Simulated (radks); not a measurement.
Results of a calculation; reference values are marked as such.
Task: Species: W II. Configuration: [Xe] 4f14 5d4 6s1 (the NIST ground configuration). Code: a radial shooting solver on a logarithmic mesh with Libxc functionals. Model: scalar-relativistic Kohn-Sham, revPBE, spin-unpolarised, spherical densities, finite nucleus; Fermi nuclear charge, rms radius 5.3658 fm. Some entries of the table are withheld. Estimate them.

orbital  occ.  eigenvalue (eV)  r(max) (bohr)
1s          2        -69479.30        0.01146
2s          2        -11998.93        0.06568
2p          6        -10496.48        0.05389
3s          2        -2769.237         0.1853
3p          6        -2324.100         0.1834
3d         10        -1811.618         0.1494
4s          2        -577.2122            (1)
4p          6        -431.1639         0.4412
4d         10        -245.8804         0.4522
5s          2         -86.4577            (2)
5p          6              (3)          1.092
4f         14              (4)         0.4288
6s          1         -12.0742          2.568
5d          4         -11.6577          1.484

Result: 
(1) 4s r(max) (bohr): 0.4206
(2) 5s r(max) (bohr): 0.9628
(3) 5p eigenvalue (eV): -50.6616
(4) 4f eigenvalue (eV): -40.6229
